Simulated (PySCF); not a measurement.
## Si: excitation energy

Si [Ne] 3s2 3p2 (3P) → Si [Ne] 3s1 3p2 4s1 (5P), as a difference of total energies. Calculation: PySCF 2.14, in aug-cc-pCVTZ-DK; scalar relativity by spin-free X2C-1e. Correlated levels: valence and next inner shell: 1s2 frozen. The calculations carry no spin-orbit coupling.

```json
{"method": "UHF", "excitation energy (eV)": "8.635"}
{"method": "MP2 (valence and next inner shell)", "excitation energy (eV)": "9.909"}
{"method": "SCS-MP2 (valence and next inner shell)", "excitation energy (eV)": "10.235"}
{"method": "CCSD (valence and next inner shell)", "excitation energy (eV)": "10.104"}
{"method": "CCSD(T) (valence and next inner shell)", "excitation energy (eV)": "10.183"}
```

**Question.** How much does correlation contribute at CCSD(T) (valence and next inner shell)?

**Answer.** 10.183 − (8.635) = 1.548 eV, measured against UHF.

The upper state lies above the first ionisation limit, but in LS coupling its spin forbids autoionisation to the ground ion. A Rydberg-like electron needs more diffuse functions than a valence basis has.

The promoted electron is Rydberg-like, and one or two diffuse shells describe it only roughly, which tends to raise the upper state.
